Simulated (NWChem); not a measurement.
Species: CH5BClN; SMILES NB(Cl)C

```xyz
9

B     -0.0685    -0.4090     0.0010
Cl     0.1193     1.3875    -0.0017
C      1.2172    -1.3157     0.0003
H      1.8224    -1.1258    -0.8953
H      0.9870    -2.3875     0.0314
H      1.8591    -1.0811     0.8586
N     -1.3723    -0.9048     0.0004
H     -1.5729    -1.8954     0.0019
H     -2.1921    -0.3133    -0.0019
```
Atoms are numbered in this order, from 1.

All runs: NWChem. Pople sets run with spherical d functions. Structure relaxed at the B3LYP/6-31G* (spherical d) level. Atomic charges in e: unrestrained fits to the electrostatic potential beside Mulliken populations; buried atoms are poorly determined by the fit.

Problem. Predict the results for Hartree-Fock/6-31G*. Quantities: ESP B1; Mulliken B1; ESP Cl2; Mulliken Cl2; ESP C3; Mulliken C3; ESP N7; Mulliken N7; relative RMS misfit of the potential (%).

Solution. 
```yaml
ESP B1: 0.72
Mulliken B1: 0.62
ESP Cl2: -0.35
Mulliken Cl2: -0.28
ESP C3: -0.34
Mulliken C3: -0.71
ESP N7: -1.03
Mulliken N7: -0.93
relative RMS misfit of the potential (%): 27
```
